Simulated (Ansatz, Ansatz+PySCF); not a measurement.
```yaml
atoms:
  - { symbol: O, position_ang: [0.0000, 0.1949, -1.3648] }
  - { symbol: P, position_ang: [0.0000, -0.3898, 0.0000] }
  - { symbol: O, position_ang: [0.0000, 0.1949, 1.3648] }
```

Basis set: def2-SVP (spherical functions). Frozen core: 7 orbitals. Correlation on ROHF uses semicanonical orbitals with singles. Charge 0, multiplicity 2.

Computed with Ansatz (development build ahead of 0.2.0); each method stands on the lowest determinant of its kind that the runs found.

Task: Give the atomization energy at this shape (free ground-state atoms in the same class of orbitals less the molecule, no zero-point energy) of doublet PO2 by ROHF-CCSD(T), ROHF-MP2, UHF-MP2, ROHF, UHF.

Result:

| method | atomization energy |
| --- | --- |
| ROHF-CCSD(T) | 9.31 eV |
| ROHF-MP2 | 10.24 eV |
| UHF-MP2 | 10.14 eV |
| ROHF | 4.22 eV |
| UHF | 4.14 eV |
